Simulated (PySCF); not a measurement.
A structure optimised at B3LYP-D3(BJ)/def2-TZVP, used in a PySCF frequency run:

```
Mg
Br 1 2.3269
Br 1 2.3269 2 180.00
```

Q: Write its SMILES, formula and point group.

A: [Br][Mg][Br], Br2Mg, D∞h

Q: What are its rotational constants (standard atomic weights)?

A: 0.58409 GHz (linear rotor, B only)
